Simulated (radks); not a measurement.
Trend from Rb4+ to Xe4+: ionisation energy by Delta-SCF between NIST ground configurations, and size. Method: Dirac Kohn-Sham, LDA (Slater exchange, Perdew-Wang correlation), spin-unpolarised, spherical densities, point nucleus; open shells are shared between the two j in proportion to 2j + 1; computed with a radial shooting solver on a logarithmic mesh with Libxc functionals.

| species | configuration | IE (eV) | NIST (eV) | kind | outermost | <r> outermost (bohr) |
|---|---|---|---|---|---|---|
| Rb4+ | [Ar] 3d10 4s2 4p3 | 68.007 | 68.4 | theory | 4p3/2 | 1.52 |
| Sr4+ | [Ar] 3d10 4s2 4p4 | 72.373 | 71 | semi-emp. | 4p3/2 | 1.45 |
| Zr4+ | [Kr] | 81.124 | 80.35 | semi-emp. | 4p3/2 | 1.32 |
| Nb4+ | [Kr] 4d1 | 50.453 | 50.573 | exp. | 4d5/2 | 1.61 |
| Mo4+ | [Kr] 4d2 | 53.645 | 54.42 | semi-emp. | 4d5/2 | 1.52 |
| Tc4+ | [Kr] 4d3 | 56.751 | 57 | theory | 4d5/2 | 1.44 |
| Ru4+ | [Kr] 4d4 | 59.792 | 59 | theory | 4d5/2 | 1.37 |
| Rh4+ | [Kr] 4d5 | 62.782 | 63 | theory | 4d5/2 | 1.31 |
| Pd4+ | [Kr] 4d6 | 65.731 | 61 | theory | 4d5/2 | 1.26 |
| Ag4+ | [Kr] 4d7 | 68.645 | 65 | theory | 4d5/2 | 1.20 |
| Cd4+ | [Kr] 4d8 | 71.530 | 68 | theory | 4d5/2 | 1.16 |
| In4+ | [Kr] 4d9 | 74.391 | 69 | semi-emp. | 4d5/2 | 1.12 |
| Sn4+ | [Kr] 4d10 | 77.230 | 77.03 | exp. | 4d5/2 | 1.08 |
| Sb4+ | [Kr] 4d10 5s1 | 55.858 | 55.0 | semi-emp. | 5s1/2 | 1.94 |
| Te4+ | [Kr] 4d10 5s2 | 59.648 | 59 | exp. | 5s1/2 | 1.86 |
| I4+ | [Kr] 4d10 5s2 5p1 | 50.545 | 51.52 | exp. | 5p3/2 | 2.04 |
| Xe4+ | [Kr] 4d10 5s2 5p2 | 53.893 | 54.1 | semi-emp. | 5p3/2 | 1.95 |

Reference values: NIST Atomic Spectra Database (exp. = measured, semi-emp. = semi-empirical, theory = theoretical value adopted there). Spin polarisation and multiplet splitting are left out, so open shells lie too high by an amount that depends on their filling. Sharing an open shell by 2j + 1 raises it above the true ground level by a part of the spin-orbit splitting, which enters the differences from NIST.

Beside tabulated values, note that spin-unpolarised runs miss the spin-polarisation part of the exchange energy of open shells.
